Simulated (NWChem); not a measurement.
trichlorofluoromethane (CCl3F); SMILES FC(Cl)(Cl)Cl

```xyz
5

F      0.0000     0.0000     1.5819
C      0.0000     0.0000     0.2556
Cl     0.8204    -1.4598    -0.3084
Cl     0.8541     1.4404    -0.3084
Cl    -1.6744     0.0194    -0.3084
```
Atoms are numbered in this order, from 1.

Results from NWChem. All runs use the structure optimised with PBE0/def2-SVP. Not confirmed as a minimum by frequencies. GIAO values for the isolated, static molecule; σ is the absolute isotropic shielding.

Q: Estimate the computed values for PBE0/pcSseg-2. Quantities: σ F1 (ppm); σ C2 (ppm); σ Cl3 (ppm).

A: 
```
Item         Value
-----------  -----
σ F1 (ppm)   175.6
σ C2 (ppm)    36.0
σ Cl3 (ppm)  401.6
```
